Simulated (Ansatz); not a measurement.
System: sum formula HSiO2Br2 (charge 0, doublet). It need not be the lowest isomer of its formula. 
Coordinates optimised at B3LYP-D3(BJ)/def2-TZVP (Ansatz, a program for electronic structure):
SMILES: [O][Si](O)(Br)Br
```xyz
6

Si    -0.6610     0.0787     0.2195
Br     0.0083    -0.2890    -1.8777
Br     1.0082     0.1952     1.6363
O     -1.3417     1.5074    -0.1600
O     -1.6398    -1.0812     0.7906
H     -2.4743    -1.2276     0.3323
```
Charge 0, spin multiplicity 2.

Computed values are from Ansatz. Cores are frozen in the correlated levels unless marked. Open shells are spin-unrestricted. Spin-orbit coupling is left out. Frozen are the shells of the preceding noble gas and the d and f shells that filled before the atom's block. No relativistic terms. CBS marks a two-point X^-3 extrapolation of the correlation energy; Hartree-Fock from the larger set. The bracket is a focal-point correction in the basis named.

### Question
What is the T1 diagnostic at CCSD/def2-TZVPP?

### Answer
0.020.

### Question
What is the dipole moment at CCSD(T)/def2-SVPD?

### Answer
1.59 D.

### Question
What is the total energy at RI-MP2/CBS(def2-TZVPP,def2-QZVPP)+[CCSD(T)-MP2]/def2-TZVPP?

### Answer
-5585.4937 Eh.

### Question
What is the atomisation energy De at RI-MP2/CBS(def2-TZVPP,def2-QZVPP)+[CCSD(T)-MP2]/def2-TZVPP?

### Answer
485.4 kcal/mol.
